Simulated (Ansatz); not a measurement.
Born–Oppenheimer molecular dynamics of ClF$_{2}$GeH$_{3}$O (8 atoms, charge 0, multiplicity 1). It starts at the highest image of a converged band. Of that band: Neighbouring images differ by up to 1.6 eV, so the band resolves the path poorly. A vibrational analysis at the climbing image gives one clearly imaginary mode, 1418i cm⁻¹: a first-order saddle point.

These are results of RKS PBE0-D4/def2-SVP in Ansatz, not measurements.

| Quantity | Value |
| --- | --- |
| ensemble | NVE (velocity Verlet) |
| time step | 0.5 fs |
| steps asked | 76 |
| starting velocities drawn for | 300 K |
| seed | 6419 |

First frame:

```xyz
8
Properties=species:S:1:pos:R:3
Ge 0.157 0.337 -0.051
H -0.958 0.656 1.320
F 1.634 0.201 -0.949
Cl -1.107 1.313 -1.457
F -0.095 -1.347 0.221
O 1.008 1.352 1.313
H 1.923 1.232 1.614
H -0.080 1.048 1.741
```

What does the run give?

The run went to its last step.

```yaml
steps_done: 76
time_covered: 38 fs
mean_temperature_over_the_second_half: 1322 K
spread_of_the_potential_energy_over_the_second_half: 25.8 meV per atom
mean_potential_energy_of_the_second_half_above_the_start: -99.1 meV per atom
```

The conserved energy stayed within 0.21 meV per atom of its start (net change -0.21 meV per atom), so the integration is sound. The kinetic energy rose, since the run started high on the potential surface and went downhill. It ends in pieces (ClF2GeH + H2O), so much of that is their flight and rotation, not heat. A run of 0.038 ps of so small a system gives no equilibrium averages. The orbitals stay closed-shell, which can raise the energy where a bond breaks towards radicals; this wasn't checked here.

What happens to the structure?

Between its relaxed ends the band would form Ge1–O6, H2–H8 and break Ge1–H2, O6–H8. These pairs go: Ge1–O6 1.90 → 2.41 Å, H2–H8 1.05 → 2.38 Å, Ge1–H2 1.80 → 1.55 Å, O6–H8 1.21 → 0.99 Å. In the last frame they stand as before the step (other bonds may differ from the relaxed reactants and products). It ends as ClF2GeH + H2O. Pairs count as bonded within 1.25 times the sum of covalent radii (0.12 Å more for H–H). Another seed would give other details.

How do temperature and energy run in time?


```
time (fs)  T (K)  potential energy less start (eV)  conserved less start (meV/atom)
        0    300                             0.000                             0.00
        1    293                             0.005                             0.00
        2    272                             0.021                             0.01
        3    243                             0.044                             0.02
        4    213                             0.068                             0.03
        5    191                             0.085                             0.05
        6    184                             0.091                             0.05
        7    197                             0.081                             0.06
        8    234                             0.051                             0.07
        9    303                            -0.002                             0.08
       10    410                            -0.085                             0.08
       11    557                            -0.199                             0.05
       12    725                            -0.330                            -0.03
       13    877                            -0.448                            -0.09
       14    981                            -0.529                            -0.13
       15   1017                            -0.557                            -0.17
       16    969                            -0.520                            -0.15
       17    861                            -0.436                            -0.03
       18    769                            -0.363                             0.08
       19    757                            -0.354                             0.09
       20    832                            -0.413                             0.01
       21    952                            -0.506                            -0.06
       22   1068                            -0.596                            -0.07
       23   1172                            -0.677                            -0.05
       24   1267                            -0.751                            -0.12
       25   1316                            -0.789                            -0.15
       26   1301                            -0.777                            -0.07
       27   1265                            -0.749                             0.02
       28   1260                            -0.745                             0.03
       29   1290                            -0.768                            -0.04
       30   1315                            -0.788                            -0.07
       31   1325                            -0.795                             0.03
       32   1373                            -0.832                             0.07
       33   1477                            -0.913                            -0.04
       34   1584                            -0.996                            -0.08
       35   1666                            -1.060                            -0.08
       36   1725                            -1.106                            -0.11
       37   1746                            -1.123                            -0.17
       38   1695                            -1.084                            -0.21
```

Time of the run: 3.4 min on 2 threads of Intel(R) Xeon(R) 6975P-C (Granite Rapids), with other jobs on the host, peak memory 0.28 GiB.
